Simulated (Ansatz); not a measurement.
Reaction (cleavage of the B–Si bond): `B[SiH](F)BO` + `NCS` → `OBNCS` + `B[SiH2]F`

Computed with Ansatz on PBE0-D4/def2-TZVP structures; ΔE is electronic, products minus reactants. CCSD(T)/CBS adds triple-zeta CCSD(T) − MP2 to the extrapolated MP2 energy (def2 sets, frozen cores). Functionals use def2-TZVPP. B3LYP here is the variant with VWN-RPA as its local correlation; programs differ in this. Each species was taken in one conformer, which may not be the lowest.

Is it downhill or uphill in electronic energy at CCSD(T)/CBS, and by how much? (Best estimate.)

Computed: Downhill: ΔE = -149.3 kJ/mol.

What do these levels give: r2SCAN-D4, PBE0-D4, PBE, r2SCAN, B3LYP, MP2/def2-TZVPP, SCS-MP2/def2-TZVPP, CCSD/def2-TZVPP, HF/def2-QZVPP, MP2/def2-QZVPP, SCS-MP2/def2-QZVPP, CCSD/CBS(def2)? (An estimate is asked.)

Computed: r2SCAN-D4 -147.1, PBE0-D4 -144.2, PBE -135.4, r2SCAN -146.6, B3LYP -148.0, MP2/def2-TZVPP -159.3, SCS-MP2/def2-TZVPP -156.8, CCSD/def2-TZVPP -151.3, HF/def2-QZVPP -157.0, MP2/def2-QZVPP -158.2, SCS-MP2/def2-QZVPP -155.7, CCSD/CBS(def2) -149.4 kJ/mol.

Largest T1 diagnostic among the species: 0.015.

The D4 term adds −3.5 kJ/mol with B3LYP and −1.8 kJ/mol with PBE0; it sums over pairs of atoms, weighted by their polarisabilities, and B3LYP, whose exchange is more repulsive, gets the larger term. From PBE to PBE0 (25 % exact exchange), in def2-TZVPP and without D4, ΔE moves by −7.0 kJ/mol.
